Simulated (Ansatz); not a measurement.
Z-matrix (Å, degrees):
```
C
C 1 1.525
H 1 1.093 2 111.2
H 1 1.093 2 112.2 3 120.4
H 1 1.093 2 111.2 3 -119.1
B 2 1.582 1 115.4 3 59.5
H 2 1.098 1 110.0 3 -63.2
H 2 1.098 1 110.0 3 -177.7
O 6 1.552 2 114.1 1 -49.4
O 6 1.551 2 114.1 1 49.7
H 6 1.214 2 117.4 1 -179.9
C 9 1.416 6 119.0 2 -106.5
B 9 1.552 6 90.5 2 128.1
C 10 1.415 6 119.8 2 106.1
H 12 1.090 9 108.6 6 -176.3
H 12 1.093 9 110.4 6 -55.7
H 12 1.090 9 108.4 6 64.8
C 13 1.581 9 114.1 6 -127.6
H 13 1.215 9 109.6 6 98.3
H 14 1.090 10 108.5 6 -65.3
H 14 1.090 10 108.5 6 175.9
H 14 1.093 10 110.5 6 55.3
C 18 1.526 13 113.2 9 -70.4
H 18 1.098 13 108.4 9 168.3
H 18 1.097 13 109.9 9 52.9
H 23 1.094 18 111.4 13 -56.4
H 23 1.093 18 112.2 13 -176.9
H 23 1.094 18 111.2 13 63.4
```

Charge 0, multiplicity 1.

List the CAM-B3LYP/def2-TZVPP orbital energies in eV (Ansatz 0.2.0). (Estimate.)

Computed: Occupied: -523.60, -523.59, -280.45, -280.42, -278.16, -277.98, -277.57, -277.54, -185.79, -185.78, -31.94, -30.47, -22.60, -22.40, -22.06, -20.91, -18.83, -18.42, -17.22, -16.82, -15.96, -15.69, -14.76, -14.33, -13.65, -13.31, -13.24, -13.21, -12.69, -12.31, -12.10, -11.81, -11.15, -11.09, -10.70, -10.61, -10.36, -10.25, -9.36, -8.87. Lowest empty: 1.88, 1.89, 2.37, 2.51, 2.83, 3.08, 3.14, 3.20.
